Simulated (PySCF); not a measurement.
ethane (C2H6), singlet, at a GFN2-xTB geometry. Base run: BLYP/cc-pVDZ, TDA (PySCF).

Input for PySCF:
```python
from pyscf import gto, scf, dft, tdscf

mol = gto.M(
    atom='''
C    -0.00063425   -0.00460240    0.76069610
C     0.00063425    0.00460240   -0.76069610
H     0.00531742    1.01117798    1.14976058
H    -0.88580270   -0.51053241    1.13981086
H     0.87762477   -0.52140267    1.14121540
H    -0.00531742   -1.01117798   -1.14976058
H    -0.87762477    0.52140267   -1.14121540
H     0.88580270    0.51053241   -1.13981086
''',
    basis='cc-pvdz',
    verbose=4,
)

mf = dft.RKS(mol)
mf.xc = 'blyp'
mf.kernel()
td = mf.TDA()
td.nstates = 5
td.kernel()
td.analyze()
```

Variants of this job, named by their change:

| change | first excitation (eV) | oscillator strength of the first | second (eV) | core-seconds (rough) |
|---|---|---|---|---|
| base | 9.37 | 0.000 | 9.37 | 10 |
| functional = lc_wpbe | 10.89 | 0.000 | 10.89 | 20 |
| basis = def2-SVPD | ___ | 0.000 | ___ | 20 |
| functional = m062x | 10.40 | 0.000 | 10.40 | 50 |
| functional = wb97x | ___ | 0.000 | ___ | 30 |
| nstates = 2 | 9.37 | 0.000 | 9.37 | 6 |
| functional = camb3lyp | ___ | 0.000 | ___ | 20 |
| conv_tol = 1e-3 | 9.37 | 0.000 | 9.37 | 9 |
| functional = pbe | 9.48 | 0.000 | 9.48 | 10 |
| nstates = 15 | 9.37 | 0.000 | 9.37 | 20 |

Some entries are withheld; supply them.


- basis = def2-SVPD, first excitation (eV): 8.38
- basis = def2-SVPD, second (eV): 8.38
- functional = wb97x, first excitation (eV): 10.64
- functional = wb97x, second (eV): 10.64
- functional = camb3lyp, first excitation (eV): 10.26
- functional = camb3lyp, second (eV): 10.26

An iterative solver can miss low states, so a row lists the states that it found.
